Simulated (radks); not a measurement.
Numerical settings for the arsenic ion As3+, [Ar] 3d10 4s2. All-electron calculation, Dirac Kohn-Sham, PBE, spin-unpolarised, spherical densities, finite nucleus; Fermi nuclear charge, rms radius 4.0968 fm. Program: a radial shooting solver on a logarithmic mesh with Libxc functionals. The defaults (mesh step 0.008 in ln r, mesh end at 40 bohr or more with all orbitals vanishing there, Anderson mixing 0.5 over 9 steps, residual threshold near 1e-9 with the energy settled to 1e-9 hartree or 1e-11 of itself, here a cap of 78 iterations) give E = -2258.8998 hartree and 4s1/2 at -44.425 eV in 15 iterations. Run on one thread of a shared host, so times are rough (Arm Neoverse V1): 0.09 s of CPU time, 0.09 s wall, 15 iterations on 2189 mesh points. Changes against that run (0 stands for a change within the tolerance of the run):

| setting | iterations | converged | E (mhartree) | e(4s1/2) (meV) | CPU (s) |
|---|---|---|---|---|---|
| mesh step in ln r 0.02 | 15 | yes | 0 | 0 | 0.05 |
| mesh step in ln r 0.03 | 15 | yes | +0.000219 | 0 | 0.03 |
| mesh step in ln r 0.05 | 15 | yes | +0.00294 | +0.0146 | 0.02 |
| mesh end (bohr) 400 | 15 | yes | 0 | 0 | 0.1 |
| mesh end (bohr) 8 | 15 | yes | +0.00014 | +0.00952 | 0.09 |
| residual threshold 1e-13 | 44 | yes | 0 | 0 | 0.18 |
| residual threshold 1e-16 | 78 | no | 0 | 0 | 0.25 |
| mixing 0.05 | 22 | yes | 0 | 0 | 0.13 |
| linear mixing, mixing 0.05 | 78 | no | +0.0676 | -314 | 0.4 |
| linear mixing, mixing 0.2 | 78 | no | 0 | 0 | 0.33 |
| mixing history 2 | 20 | yes | 0 | 0 | 0.11 |
| iteration cap 3 | 3 | no | +97.7 | -3.14e+03 | 0.02 |

No run marked as converged misses the energy by more than 1 mhartree. A mesh that ends early acts as a hard wall.
